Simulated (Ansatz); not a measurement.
Input (CCSDTQ/def2-SVP; Ansatz, an electronic-structure program):

Ansatz 0.2 input:
```yaml
crystal:
  periodic: [false, false, false]
  atoms:
    - {symbol: Mg, position_ang: [-0.00000000, -0.00000000, -1.30205059]}
    - {symbol: Cl, position_ang: [0.00000000, 0.00000000, 0.91909453]}
basis:
  gaussian:
    orbitals: def2-SVP
magnetization: {spin_polarized: true, initial_magnetization: 1}
correlation: {method: ccsdtq, electrons: outside_noble_gas}
```

Output:

```
Functional definition: HF
integrals: 0.01 GiB planned
514 factors; integrals over basis functions are off by at most 1.3e-7 eV
mean field: 0.10 GiB planned
mean field evaluation 1: about -17930.0656 eV, gradient 9.5e0 eV
mean field evaluation 2: about -17930.1302 eV, gradient 9.7e0 eV
mean field evaluation 4: about -17931.1809 eV, gradient 1.3e0 eV
mean field evaluation 8: about -17931.2506 eV, gradient 4.1e-2 eV
mean field evaluation 16: about -17930.0656 eV, gradient 9.5e0 eV
mean field evaluation 32: about -17927.8549 eV, gradient 1.2e-2 eV
mean field evaluation 64: about -17927.8549 eV, gradient 7.4e-4 eV
mean field -17931.25077220 eV, -658.9613116401 hartree, gradient 3.8e-6 eV, S^2 0.750899; 1 other end points of the search recorded, 0 dependent functions left out
determinant -17931.25077220 eV, -658.9613116401 hartree, with singles and doubles -17935.51160304 eV, -659.1178942854 hartree
determinant -17927.85492416 eV, -658.8365165262 hartree, with singles and doubles -17932.22592590 eV, -658.9971478774 hartree
10 core orbitals not correlated
reference -17931.25077220 eV, -658.9613116401 hartree; 5, 4 occupied and 21, 22 virtual orbitals, 514 factors
second order -3.91955804 eV of doubles, -0.00000000 eV of singles
coupled cluster: 0.64 GiB planned
cycle   1  -4.18663251 eV  change   -2.7e-1 eV  update   4.8e-2
cycle   2  -4.31472669 eV  change   -1.3e-1 eV  update   2.4e-2
cycle   3  -4.38366212 eV  change   -6.9e-2 eV  update   1.6e-2
cycle   4  -4.37554963 eV  change    8.1e-3 eV  update   5.9e-3
cycle   5  -4.37660648 eV  change   -1.1e-3 eV  update   3.7e-3
cycle   6  -4.37729137 eV  change   -6.8e-4 eV  update   2.5e-3
cycle   7  -4.37687642 eV  change    4.1e-4 eV  update   1.0e-3
cycle   8  -4.37699862 eV  change   -1.2e-4 eV  update   7.0e-4
cycle   9  -4.37705978 eV  change   -6.1e-5 eV  update   6.2e-4
cycle  10  -4.37701414 eV  change    4.6e-5 eV  update   2.0e-4
cycle  11  -4.37700709 eV  change    7.1e-6 eV  update   1.7e-4
cycle  12  -4.37702729 eV  change   -2.0e-5 eV  update   1.0e-4
cycle  13  -4.37702782 eV  change   -5.2e-7 eV  update   2.4e-5
cycle  14  -4.37702987 eV  change   -2.1e-6 eV  update   1.0e-5
cycle  15  -4.37703067 eV  change   -7.9e-7 eV  update   7.1e-6
cycle  16  -4.37703039 eV  change    2.7e-7 eV  update   1.8e-6
cycle  17  -4.37703004 eV  change    3.5e-7 eV  update   1.8e-6
cycle  18  -4.37703001 eV  change    4.0e-8 eV  update   1.8e-6
cycle  19  -4.37703004 eV  change   -3.7e-8 eV  update   3.1e-7
Total energy: -17935.62780224 eV, -659.1221645273 hartree
```
